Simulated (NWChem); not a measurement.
MgHSeF; SMILES [Mg]([SeH])[F]

```xyz
4

Mg     0.0138    -1.2282     0.0000
F      0.0154    -2.9859     0.0000
Se     0.0335     1.1888     0.0000
H     -1.4416     1.1927     0.0000
```
Atoms are numbered in this order, from 1.

Computed with NWChem. All runs use the structure optimised with PBE0/def2-SVP. Ions are spin-unrestricted doublets at the neutral geometry; other ion states weren't tried.

For level PBE0/def2-SVP:

```
Item           Result
-------------  ------
−ε(HOMO) (eV)    7.04
```

**Question.** What are these values for level PBE/def2-SVP?

**Answer.** −ε(HOMO) (eV): 5.89
